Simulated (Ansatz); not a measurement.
`[F][Al]([Cl])[SeH]` + H₂O → `[OH][Al]([F])[Cl]` + H₂Se at 600 K and 1 bar (formal hydrolysis of the Al–Se bond).

Program: Ansatz. Geometries: PBE0-D4/def2-TZVP. ΔE: electronic, gas phase. CBS: MP2 limit from def2 TZ/QZ plus the TZ coupled-cluster correction, frozen cores. This one scheme is used for every species. For Se outer-core shells are correlated without core-valence functions, which leaves a few kJ/mol of doubt a bond. Scalar relativity is left out up to krypton. Each species was taken in one conformer, which may not be the lowest.

```
             species  CCSD(T)/CBS energy (Eh)  H − E (kJ/mol)  S (J/(mol·K))
`[F][Al]([Cl])[SeH]`              -3203.08897            78.5          402.9
                 H₂O                -76.37941            76.8          212.8
 `[OH][Al]([F])[Cl]`               -877.57483            89.3          370.3
                H₂Se              -2401.89790            57.0          244.8
```

H − E and S are ideal-gas, rigid-rotor, harmonic terms from PBE0-D4/def2-TZVP, for one conformer and one mirror image of each species. 1 Eh = 2625.50 kJ/mol, R = 8.31446 J/(mol·K).

Question: By hand: ΔE, ΔH, ΔS and ΔG.

Answer: ΔE = (-877.57483) + (-2401.89790) − (-3203.08897) − (-76.37941) = -0.00435 Eh = -11.4 kJ/mol. Δ(H − E) = 89.3 + 57.0 − 78.5 − 76.8 = -9.0, so ΔH = -20.4 kJ/mol. ΔS = 370.3 + 244.8 − 402.9 − 212.8 = -0.6 J/(mol·K). ΔG = -20.4 − 600 × (-0.6)/1000 = -20.0 kJ/mol.

Question: By hand: the equilibrium constant, and the temperature at which ΔG would vanish if ΔH and ΔS stayed fixed.

Answer: log₁₀ K = −ΔG/(RT ln 10) = 1.7. ΔG = 0 at ΔH/ΔS = 34000 K, far beyond where these terms or the molecules hold.

The number of gas molecules stays the same, so ΔS is small and ΔH decides. A doubt of 5 kJ/mol in ΔE shifts log₁₀ K by 0.4 here. Other conformers and mirror images would add mixing entropy, several J/(mol·K) or more a flexible species. These are equilibria of isolated gas molecules and say nothing of rates. Largest T1 diagnostic: 0.011 (customary marks: 0.02 for closed shells, 0.045 for open ones).
